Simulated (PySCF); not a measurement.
C4H4OSe, SMILES [Se]1CC(C1=O)=C. The structure is a stationary point at PBE-D3(BJ)/def2-SVP. This is a generated structure with no PubChem entry under its InChIKey; it may be hypothetical.

Computed equilibrium geometry at PBE-D3(BJ)/def2-SVP (PySCF confirms it by a frequency run) as Cartesian coordinates in Å, and its point group:
point group Cs.
```xyz
10

C      0.5990     2.6294     0.0000
C      0.4397     1.2929     0.0000
C      1.4515     0.1607     0.0000
Se     0.0256    -1.2296     0.0000
C     -0.8642     0.5645     0.0000
O     -2.0136     0.9146     0.0000
H      1.5966     3.0957     0.0000
H     -0.2857     3.2851     0.0000
H      2.0863     0.1115     0.9062
H      2.0863     0.1115    -0.9062
```
